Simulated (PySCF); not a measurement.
Species: BH10N3Si2.
Structure used (GFN2-xTB), in Å, numbered top down from 1:
```
atom  x, y, z in Å
N1    -1.3740   -1.1782    1.0632
B2    -0.9592   -0.1142    0.2373
N3    -1.9281    0.7891   -0.2442
N4     0.4466    0.0507   -0.1125
Si5    1.4704   -1.3487   -0.1995
Si6    1.0541    1.6452   -0.4318
H7    -2.3312   -1.3259    1.3269
H8    -0.7335   -1.8027    1.5148
H9    -2.9041    0.7174   -0.0214
H10   -1.7199    1.5187   -0.8986
H11    2.5940   -1.0335   -1.0828
H12    1.9834   -1.7077    1.1353
H13    0.7046   -2.4726   -0.7477
H14    2.5003    1.6293   -0.2104
H15    0.7754    2.0463   -1.8231
H16    0.4136    2.5959    0.4829
```

The closed-shell SCF was solved with PySCF and density fitting under several settings on one GFN2-xTB geometry (grid level 2 and gas phase unless stated).

```csv
settings,basis functions,SCF cycles,E (Eh),HOMO (eV),LUMO (eV),dipole (D)
"PBE0/pcSseg-1, grid level 1, fitting basis def2-qzvpp-jkfit",166,9,-773.7377,-6.89,0.42,1.73
"CAM-B3LYP/6-31G, fitting basis def2-universal-jkfit",82,9,-773.9878,-7.82,1.83,1.46
PBE/def2-SVPD,208,14,-773.3913,-5.66,-0.70,1.73
```

**Question.** Estimate the row for these settings: PBE/ANO-RCC-VDZP, IEF-PCM chloroform, level shift 0.1 Eh.

**Answer.** 
| settings | basis functions | SCF cycles | E (Eh) | HOMO (eV) | LUMO (eV) | dipole (D) |
| --- | --- | --- | --- | --- | --- | --- |
| PBE/ANO-RCC-VDZP, IEF-PCM chloroform, level shift 0.1 Eh | 142 | 10 | -773.5172 | -5.29 | -0.53 | 2.25 |

**Question.** Over all rows, what range does the HOMO–LUMO gap span?

**Answer.** From 4.76 eV (PBE/ANO-RCC-VDZP, IEF-PCM chloroform, level shift 0.1 Eh) to 9.65 eV (CAM-B3LYP/6-31G, fitting basis def2-universal-jkfit). The functional of the narrowest has no exact exchange, that of the widest range-separated exact exchange.

**Question.** And the dipole moment?

**Answer.** From 1.46 D (CAM-B3LYP/6-31G, fitting basis def2-universal-jkfit) to 2.25 D (PBE/ANO-RCC-VDZP, IEF-PCM chloroform, level shift 0.1 Eh); the largest is 1.54 times the smallest, and the median is 1.73 D.

Whole jobs, the steps after the SCF included, on one thread of an Intel Xeon Platinum 8259CL at 2.50 GHz (shared host):

```
                                                   settings                                         work after the SCF  wall time  peak memory
PBE0/pcSseg-1, grid level 1, fitting basis def2-qzvpp-jkfit                                                 shieldings       15 s     0.84 GiB
        CAM-B3LYP/6-31G, fitting basis def2-universal-jkfit  1 singlet by TDA, 5 Tamm–Dancoff triplets, polarisability       12 s     0.53 GiB
                                              PBE/def2-SVPD                    shieldings, charges and field gradients       58 s     0.73 GiB
   PBE/ANO-RCC-VDZP, IEF-PCM chloroform, level shift 0.1 Eh                    shieldings, charges and field gradients       59 s     0.86 GiB
```

Cycle counts include a coarse-grid stage where the run had one. ANO-RCC sets were contracted for a scalar-relativistic Hamiltonian, but ran non-relativistically here. The species at its GFN2-xTB geometry.
